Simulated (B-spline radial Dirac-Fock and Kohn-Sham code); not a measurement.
## X-ray form factors of platinum in several charge states

Model: configuration-average Dirac-Fock orbitals. Program: a radial finite-basis atomic code.

Configurations: Pt¹³⁺ [Kr] 4d10 4f14 5s2 5p3; Pt¹⁴⁺ [Kr] 4d10 4f14 5s2 5p2; Pt¹⁵⁺ [Kr] 4d10 4f14 5s2 5p1; Pt²⁰⁺ [Kr] 4d10 4f12; Pt²³⁺ [Kr] 4d10 4f9. The first column is f₀ of Pt¹³⁺, the others are differences from it.

```
s (Å⁻¹)   Pt¹³⁺  Δ Pt¹⁴⁺  Δ Pt¹⁵⁺  Δ Pt²⁰⁺  Δ Pt²³⁺
      0  65.000   -1.000   -2.000   -7.000  -10.000
    0.1  63.982   -0.913   -1.830   -6.551   -9.467
    0.2  61.125   -0.686   -1.384   -5.350   -8.026
    0.3  56.942   -0.403   -0.824   -3.761   -6.077
    0.4  52.064   -0.151   -0.319   -2.196   -4.080
    0.5  47.049   +0.018   +0.025   -0.956   -2.391
    0.7  37.927   +0.101   +0.205   +0.222   -0.425
    0.9  30.705   +0.032   +0.068   +0.251   +0.104
    1.1  25.282   -0.021   -0.042   +0.025   +0.099
    1.4  19.847   -0.023   -0.048   -0.082   +0.035
```

Values without a named source are computed, but for edge energies of neutral atoms, which are taken from tables.
